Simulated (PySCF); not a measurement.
Telling isomers of C9H9N3 apart by NMR

Theoretical values (PySCF 2.14): coordinates at the GFN2-xTB level, σ from GIAO-PBE0/pcSseg-1. Single conformer, fast rotation and ring inversion assumed for equivalent nuclei, no solvent model, relativity neglected.

References, each an isolated molecule treated in the same way: $^{1}$H (σref 31.72), $^{13}$C (σref 186.93) against TMS. Where no couplings were computed, multiplicities follow the n + 1 count of equivalent neighbours, and m marks all less simple cases (inequivalent or close neighbours, rings, F or P nearby). Shifts are as computed. Against solution values, carbons near 30 ppm lie about +3 ppm off and those near 130 ppm about +5 ppm. Of 1211 compounds with measured shifts, 218 miss one by over three times the rms of a fit or turn the order of signals round; such compounds aren't used in these exercises.

(1) Tabulate the signals of `Cc1ccccc1-n1ccnn1`, `C=Cn1nnc2cc(C)ccc21`, `c1ccc(Cn2ccnn2)cc1`, `C=Cc1c(C)ccc2cnnn12`, `c1cc(C2CC2)n2nncc2c1` and their relative energies.

(2) What is the quickest way to tell c1ccc(Cn2ccnn2)cc1 from c1cc(C2CC2)n2nncc2c1?

(3) What is the quickest way to tell c1ccc(Cn2ccnn2)cc1 from C=Cc1c(C)ccc2cnnn12?

(4) What is the quickest way to tell Cc1ccccc1-n1ccnn1 from c1ccc(Cn2ccnn2)cc1?

Results:

(1) 
| SMILES | carbon types | δC | δH | E rel. (kcal/mol) |
| --- | --- | --- | --- | --- |
| Cc1ccccc1-n1ccnn1 | 2×C 6×CH 1×CH3 | 141.0, 140.3, 137.8, 137.7, 133.9, 131.8, 129.7, 127.2, 25.1 | 7.93 (m, 1H), 7.91 (m, 1H), 7.75 (m, 1H), 7.64 (m, 1H), 7.63 (m, 1H), 7.54 (m, 1H), 2.86 (s, 3H) | 0.0 |
| C=Cn1nnc2cc(C)ccc21 | 3×C 4×CH 1×CH2 1×CH3 | 152.1, 138.7, 137.3, 133.3, 132.3, 126.2, 112.0, 107.6, 24.4 | 8.25 (s, 1H), 7.68 (m, 1H), 7.65 (m, 1H), 7.54 (m, 1H), 6.99 (m, 1H), 5.43 (m, 1H), 2.72 (s, 3H) | 7.7 |
| c1ccc(Cn2ccnn2)cc1 | 1×C 7×CH 1×CH2 | 144.1, 139.4, 134.8, 134.2, 134.0, 128.8, 56.4 | 7.75 (m, 1H), 7.71 (m, 2H), 7.67 (m, 2H), 7.62 (m, 1H), 7.39 (m, 1H), 5.53 (s, 2H) | 0.7 |
| C=Cc1c(C)ccc2cnnn12 | 3×C 4×CH 1×CH2 1×CH3 | 139.7, 137.3, 136.9, 133.4, 131.3, 129.7, 127.4, 121.6, 22.6 | 8.62 (m, 1H), 8.20 (m, 1H), 7.86 (d, 1H), 7.37 (d, 1H), 6.38 (m, 1H), 6.00 (m, 1H), 2.71 (s, 3H) | 15.0 |
| c1cc(C2CC2)n2nncc2c1 | 2×C 5×CH 2×CH2 | 150.1, 140.7, 129.3, 129.3, 118.8, 108.8, 16.1, 11.6 | 8.22 (m, 1H), 7.77 (d, 1H), 7.36 (m, 1H), 6.32 (d, 1H), 4.16 (m, 1H), 1.42 (m, 2H), 0.91 (m, 2H) | 17.8 |

Energies are electronic energies at PBE0/pcSseg-1 on these geometries, without zero-point or thermal terms, each for the one conformer computed, which needn't be the lowest.

(2) Count the carbon signals: 7 against 8. The first has an sp3 CH2 bonded to N, on an aromatic ring at 56.4 ppm, the second a three-membered-ring carbon (CH) at 11.6 ppm. Their most deshielded carbons lie at 144.1 and 150.1 ppm. In the proton spectra the most deshielded non-exchanging signals are 7.75 (m, 1H) and 8.22 (m, 1H).

(3) Count the carbon signals: 7 against 9. The first has an sp3 CH2 bonded to N, on an aromatic ring at 56.4 ppm, the second a terminal =CH2 carbon at 131.3 ppm. Their most deshielded carbons lie at 144.1 and 139.7 ppm. In the proton spectra the most deshielded non-exchanging signals are 7.75 (m, 1H) and 8.62 (m, 1H).

(4) Count the carbon signals: 9 against 7. The first has a methyl carbon on an aromatic ring (CH3) at 25.1 ppm, the second an sp3 CH2 bonded to N, on an aromatic ring at 56.4 ppm. Their most deshielded carbons lie at 141.0 and 144.1 ppm.
